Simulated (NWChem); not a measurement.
System: C₂H₇FGe; SMILES [CH3][GeH]([CH3])[F]

NWChem input:

```
start job
memory heap 200 mb stack 900 mb global 1100 mb
geometry units angstroms noautoz
  Ge     0.061011    -0.262351     0.000000
  C     -0.767948     0.405346    -1.621603
  C     -0.767948     0.405346     1.621603
  F      1.703519     0.354196     0.000000
  H      0.205251    -1.798137     0.000000
  H     -1.792155     0.014436    -1.718389
  H     -0.190058     0.094571    -2.503608
  H     -0.812284     1.503926    -1.599346
  H     -0.190058     0.094571     2.503608
  H     -1.792155     0.014436     1.718389
  H     -0.812284     1.503926     1.599346
end
basis spherical
  * library def2-svp
end
dft
  xc m06-l
  grid xcoarse
  iterations 150
  mulliken
end
task dft gradient
```

Excerpt of the output:

```
             Northwest Computational Chemistry Package (NWChem) 7.3.0
             --------------------------------------------------------

 CS  symmetry detected

                             Geometry "geometry" -> ""
                             -------------------------

 Output coordinates in angstroms (scale by  1.889725989 to convert to a.u.)

  No.       Tag          Charge          X              Y              Z
 ---- ---------------- ---------- -------------- -------------- --------------
    1 Ge                  32.0000     0.01604707    -0.28043697     0.00000000
    2 C                    6.0000    -0.81239852     0.38789694     1.62160300
    3 C                    6.0000    -0.81239852     0.38789694    -1.62160300
    4 F                    9.0000     1.65902844     0.33484749     0.00000000
    5 H                    1.0000     0.15910669    -1.81633337     0.00000000
    6 H                    1.0000    -1.83690565    -0.00222578     1.71838900
    7 H                    1.0000    -0.23474754     0.07667789     2.50360800
    8 H                    1.0000    -0.85589018     1.48651069     1.59934600
    9 H                    1.0000    -0.23474754     0.07667789    -2.50360800
   10 H                    1.0000    -1.83690565    -0.00222578    -1.71838900
   11 H                    1.0000    -0.85589018     1.48651069    -1.59934600

 Effective nuclear repulsion energy (a.u.)     306.6631067197

      Symmetry information
      --------------------

 Group name             Cs
 Group number              2
 Group order               2
 No. of unique centers     7

                                 NWChem DFT Module
                                 -----------------

 Summary of "ao basis" -> "ao basis" (spherical)
 ------------------------------------------------------------------------------
       Tag                 Description            Shells   Functions and Types
 ---------------- ------------------------------  ------  ---------------------
 Ge                         def2-svp                12       32   5s4p3d
 C                          def2-svp                 6       14   3s2p1d
 F                          def2-svp                 6       14   3s2p1d
 H                          def2-svp                 3        5   2s1p

      Symmetry analysis of basis
      --------------------------

        a'         65
        a"         44

            General Information
            -------------------
          SCF calculation type: DFT
          Wavefunction type:  closed shell.
          No. of atoms     :    11
          No. of electrons :    60
           Alpha electrons :    30
            Beta electrons :    30
          Charge           :     0
          Spin multiplicity:     1
          Use of symmetry is: on ; symmetry adaption is: on
          Maximum number of iterations: 150
          AO basis - number of functions:   109
                     number of shells:    51
          Convergence on energy requested:  1.00D-06
          Convergence on density requested:  1.00D-05
          Convergence on gradient requested:  5.00D-04

              XC Information
              --------------
                        M06-L Method XC Functional
                         M06-L Exchange Functional  1.000
                       M06-L Correlation Potential  1.000

             Grid Information
             ----------------
          Grid used for XC integration:  xcoarse
          Radial quadrature: Mura-Knowles
          Angular quadrature: Lebedev.
          Tag              B.-S. Rad. Rad. Pts. Rad. Cut. Ang. Pts.
          ---              ---------- --------- --------- ---------
          Ge                  1.25       75           8.0       194
          C                   0.70       21          10.0       194
          F                   0.50       21          10.0       194
          H                   0.35       21          11.0       194
          Grid pruning is: on
          Number of quadrature shells:   201
          Spatial weights used:  Erf1

      Superposition of Atomic Density Guess
      -------------------------------------

 Sum of atomic energies:       -2253.08057585

      Non-variational initial energy
      ------------------------------

 Total energy =   -2254.780622
 1-e energy   =   -3748.722698
 2-e energy   =    1187.278970
 HOMO         =      -0.365025
 LUMO         =       0.069419

      Symmetry analysis of molecular orbitals - initial
      -------------------------------------------------

  Numbering of irreducible representations:

     1 a'          2 a"

  Orbital symmetries:

     1 a'          2 a'          3 a"          4 a'          5 a'
     6 a'          7 a'          8 a"          9 a'         10 a"
    11 a'         12 a'         13 a'         14 a"         15 a'
    16 a"         17 a'         18 a'         19 a'         20 a"
    21 a'         22 a'         23 a"         24 a'         25 a'
    26 a'         27 a"         28 a"         29 a'         30 a"
    31 a'         32 a'         33 a"         34 a'         35 a'
    36 a'         37 a"         38 a"         39 a'         40 a"

     ---------------------------------------------
      Total Density - Mulliken Population Analysis
     ---------------------------------------------

    Atom       Charge   Shell Charges
 -----------   ------   -------------------------------------------------------
    1 Ge  32    30.88   2.00  2.00  2.00  1.00  0.20  6.00  5.98  0.97  0.57  8.14  1.81  0.21
    2 C    6     6.57   1.99  0.96  0.28  2.10  1.24  0.01
    3 C    6     6.57   1.99  0.96  0.28  2.10  1.24  0.01
    4 F    9     9.67   1.99  1.15  0.80  3.54  2.19  0.00
    5 H    1     1.10   0.68  0.41  0.01
    6 H    1     0.86   0.65  0.18  0.03
    7 H    1     0.87   0.65  0.19  0.03
    8 H    1     0.87   0.66  0.19  0.03
    9 H    1     0.87   0.65  0.19  0.03
   10 H    1     0.86   0.65  0.18  0.03
   11 H    1     0.87   0.66  0.19  0.03

   convergence    iter        energy       DeltaE   RMS-Dens  Diis-err
 ---------------- ----- ----------------- --------- --------- ---------
 d= 0,ls=0.0,diis     1  -2256.7799861925 -2.56D+03  1.55D-02  5.36D-01
 d= 0,ls=0.0,diis     2  -2256.6824547239  9.75D-02  9.69D-03  1.80D+00
 d= 0,ls=0.0,diis     3  -2256.8463056835 -1.64D-01  1.24D-03  2.32D-02
 d= 0,ls=0.0,diis     4  -2256.8475671302 -1.26D-03  5.89D-04  5.71D-03
 d= 0,ls=0.0,diis     5  -2256.8448239804  2.74D-03  4.84D-04  1.17D-03
  Resetting Diis
 d= 0,ls=0.0,diis     6  -2256.8450586873 -2.35D-04  7.43D-04  2.78D-04
 d= 0,ls=0.0,diis     7  -2256.8451477835 -8.91D-05  1.21D-04  3.35D-05
 d= 0,ls=0.0,diis     8  -2256.8451463149  1.47D-06  4.80D-05  5.49D-05
 d= 0,ls=0.0,diis     9  -2256.8451518795 -5.56D-06  1.14D-05  3.30D-06
 d= 0,ls=0.0,diis    10  -2256.8451521516 -2.72D-07  3.09D-06  1.36D-07

         Total DFT energy =    -2256.845152151634
      One electron energy =    -3752.399583856403
           Coulomb energy =     1291.906974125438
    Exchange-Corr. energy =     -103.015649140415
 Nuclear repulsion energy =      306.663106719746

 Numeric. integr. density =       59.998536314510

                  Occupations of the irreducible representations
                  ----------------------------------------------

                     irrep           alpha         beta
                     --------     --------     --------
                     a'               20.0         20.0
                     a"               10.0         10.0

                       DFT Final Molecular Orbital Analysis
                       ------------------------------------

 Vector   28  Occ=2.000000D+00  E=-3.325518D-01  Symmetry=a"
              MO Center=  9.8D-01,  2.8D-01,  3.7D-15, r^2= 2.6D+00
   Bfn.  Coefficient  Atom+Function         Bfn.  Coefficient  Atom+Function
  ----- ------------  ---------------      ----- ------------  ---------------
    66      0.535518   4 F  pz               69     -0.379433   4 F  pz
    14     -0.163375   1 Ge pz               38      0.162881   2 C  pz
    52      0.162881   3 C  pz               17     -0.156796   1 Ge pz
    85      0.135919   7 H  s                95     -0.135919   9 H  s
    11      0.097100   1 Ge pz               41      0.079871   2 C  pz

 Vector   29  Occ=2.000000D+00  E=-2.803417D-01  Symmetry=a'
              MO Center=  2.8D-01, -3.8D-01, -4.9D-14, r^2= 3.4D+00
   Bfn.  Coefficient  Atom+Function         Bfn.  Coefficient  Atom+Function
  ----- ------------  ---------------      ----- ------------  ---------------
    65      0.333598   4 F  py               75     -0.318861   5 H  s
    76     -0.272566   5 H  s                68     -0.242163   4 F  py
    13      0.220082   1 Ge py               64     -0.156169   4 F  px
    38     -0.131264   2 C  pz               52      0.131264   3 C  pz
    10     -0.124890   1 Ge py               41     -0.114863   2 C  pz

[...]

                         DFT ENERGY GRADIENTS

    atom               coordinates                        gradient
                 x          y          z           x          y          z
   1 Ge      0.030325  -0.529949   0.000000    0.003376   0.012628   0.000000
   2 C      -1.535211   0.733019   3.064385   -0.000065   0.000125   0.000186
   3 C      -1.535211   0.733019  -3.064385   -0.000065   0.000125  -0.000186
   4 F       3.135109   0.632770   0.000000   -0.006389  -0.002553   0.000000
   5 H       0.300668  -3.432372   0.000000    0.000514  -0.007868   0.000000
   6 H      -3.471248  -0.004206   3.247284    0.001801   0.000368  -0.000501
   7 H      -0.443609   0.144900   4.731133   -0.000704   0.000139  -0.001740
   8 H      -1.617398   2.809098   3.022326    0.000217  -0.001735  -0.000381
   9 H      -0.443609   0.144900  -4.731133   -0.000704   0.000139   0.001740
  10 H      -3.471248  -0.004206  -3.247284    0.001801   0.000368   0.000501
  11 H      -1.617398   2.809098  -3.022326    0.000217  -0.001735   0.000381
```

Level: M06-L/def2-SVP. The geometry was optimised at PBE0/def2-SVP.
